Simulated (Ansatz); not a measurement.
Geometry optimisation, DFT PBE-D3(BJ), scalar-relativistic, plane waves, PAW (Ansatz).

Input:

```yaml
crystal:
  lattice:
    - [5.727565, 0.0, 0.0]
    - [0.0, 5.727565, 0.0]
    - [0.0, 0.0, 18.075]
  atoms:
    - { symbol: Al, position: [0.25, 0.25, 0.055325] }
    - { symbol: Al, position: [0.75, 0.25, 0.055325] }
    - { symbol: Al, position: [0.25, 0.75, 0.055325] }
    - { symbol: Al, position: [0.75, 0.75, 0.055325] }
    - { symbol: Al, position: [0.0, 0.0, 0.1673582] }
    - { symbol: Al, position: [0.5, 0.0, 0.1673582] }
    - { symbol: Al, position: [0.0, 0.5, 0.1673582] }
    - { symbol: Al, position: [0.5, 0.5, 0.1673582] }
    - { symbol: Al, position: [0.25, 0.25, 0.2793914] }
    - { symbol: Al, position: [0.75, 0.25, 0.2793914] }
    - { symbol: Al, position: [0.25, 0.75, 0.2793914] }
    - { symbol: Al, position: [0.75, 0.75, 0.2793914] }
    - { symbol: Al, position: [0.0, 0.0, 0.3914246] }
    - { symbol: Al, position: [0.5, 0.0, 0.3914246] }
    - { symbol: Al, position: [0.0, 0.5, 0.3914246] }
    - { symbol: Al, position: [0.5, 0.5, 0.3914246] }
    - { symbol: Ga, position: [0.1631136, 0.1581999, 0.5087137] }
basis:
  ecutwfc: 420.0
kpoints:
  mp_grid: { grid: [3, 3, 1] }
hamiltonian:
  xc: pbe
  dispersion: d3bj
  pseudopotentials: { kind: paw, azcp: { folder: soft_1 } }
scf:
  occupations: { method: fermi_dirac, width: 0.05 }
  lower_state_search: "off"
relax:
  f_tol: 0.08
  max_steps: 25
  adjacent_minimum: "off"
  constraints: [{ sites: [0, 1, 2, 3] }]
output:
  write_density: true
  write_potential: true
  elf: true
  volumetric_format: npy
```

Run as:

```bash
$ ansatz run input.yaml --threads 1 --pin off --max-ram 3072MiB --backend cpu --events-out ev --progress --plain --runs-dir out
```

Question: Where does it end, and by what steps?

Answer: The run converged. The threshold is loose, so the end isn't yet a minimum. The force dipped under the threshold on the way, but the program's further checks kept it going. Limits of this set-up: coarse k mesh, thin slab, slab without dipole correction. After 4 steps the energy has fallen by 0.306 eV; Ga17 moved furthest, 0.70 Å. Joined: Al16–Ga17 (3.47 → 2.90 Å).

```
step  energy less start (eV)  largest force component (eV/Å)  accepted
   0                  0.0000                           0.991       yes
   1                 -0.1953                           0.308       yes
   2                 -0.2727                           0.142       yes
   3                 -0.3000                           0.049       yes
   4                 -0.3056                           0.070       yes
```

```xyz
17
Lattice="5.7276 0.0000 0.0000 0.0000 5.7276 0.0000 0.0000 0.0000 18.0750" Properties=species:S:1:pos:R:3
Al 1.432 1.432 1.000
Al 4.296 1.432 1.000
Al 1.432 4.296 1.000
Al 4.296 4.296 1.000
Al -0.010 -0.010 2.986
Al 2.865 -0.009 2.985
Al -0.008 2.864 2.985
Al 2.865 2.865 2.984
Al 1.412 1.411 5.063
Al 4.275 1.416 5.036
Al 1.416 4.274 5.036
Al 4.280 4.279 5.018
Al -0.042 -0.043 7.008
Al 2.862 -0.046 7.000
Al -0.044 2.861 7.000
Al 2.859 2.858 7.004
Ga 1.408 1.407 9.058
```

Whether the end is a true minimum wasn't checked by a vibrational analysis.

Run time: 84 s on 1 thread of Arm Neoverse V1, on a shared host, peak memory 0.64 GiB.
